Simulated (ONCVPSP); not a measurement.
## chromium (Cr): one change to an ONCV potential, before and after

* Element: Cr (Z = 24)
* Generator: ONCVPSP 4.0.1
* Type: optimised norm-conserving Vanderbilt (ONCV)
* Functional: LDA (Perdew-Wang 92)
* Relativity: scalar-relativistic
* Frozen core: [Ar]
* Valence charge: 6
* Reference configuration: 3d4 4s2
* Partial waves: 4s: rc 2.55 bohr, ncon 5, nbas 8, qcut 2 1/bohr, 2 projectors, debl 1.8 Ha; p scattering state at 0.29 Ha: rc 2.35 bohr, ncon 4, nbas 9, qcut 4.2 1/bohr, 2 projectors, debl 0.4 Ha; 3d: rc 1.95 bohr, ncon 3, nbas 8, qcut 9.4 1/bohr, local
* Local potential: the d channel
* Core correction: Teter function fitted to the true core (icmod 2), fcfact 0.4

In the p channel the program set the typed energies aside and used 0.050, 0.450 Ha.

Change: s: qcut 1.8; p: qcut 3.9; d: qcut 8.7.

Cutoffs: the cutoffs (Ha) at which the residual kinetic energy of the hardest occupied pseudo-wave falls to 1 and 0.1 mHa per electron; they do not see the model core or the augmentation charge, which bear on the density cutoff. Errors are all-electron minus pseudo energies relative to the spin-unpolarised reference configuration.

Question: What does the change do?

Answer: The potential gets softer (29 Ha and 34 Ha → 27 Ha and 31 Ha); both files keep a bound ghost (p, s); the lowest positive-energy flag moves from none to p at 32.8 eV; the errors of the 4 common tests hardly move; the range in which the p phases agree narrows (upper end 2.8 → 1.2).

```csv
quantity,base,changed
"cutoff, loose",29 Ha,27 Ha
"cutoff, tight",34 Ha,31 Ha
loose cutoff by channel,"s 8.0 Ha, d 29 Ha","s 11 Ha, d 27 Ha"
bound ghosts,"s, p","s, p"
GHOST(+) flags under 300 eV,none,p at 32.8 eV
"error for 3d5 4s1, meV [ΔE 0.05 eV]",-108,-101
"error for 3d5 4s0, meV [ΔE 7.18 eV]",-159,-136
"error for 3d4 4s0, meV [ΔE 23.53 eV]",-1.1,+1.3
"error for 3d5 4s0.5, meV [ΔE 2.87 eV]",-133,-119
s: phases at 2.59 bohr within 0.05 rad from the reference energy up to (Ha; the scan ends near 5),2.4,2.5
p: phases at 2.38 bohr within 0.05 rad from the reference energy up to (Ha; the scan ends near 5),2.8,1.2
d: phases at 1.98 bohr within 0.05 rad from the reference energy up to (Ha; the scan ends near 5),0.3,0.2
"rms error of d²Exc/dni dnj with the model core, mHa",6.87,6.76
```

 A true bound ghost makes a file unfit for plane-wave use even where its test errors are small: the radial tests pick states by their node count and pass the ghost by.
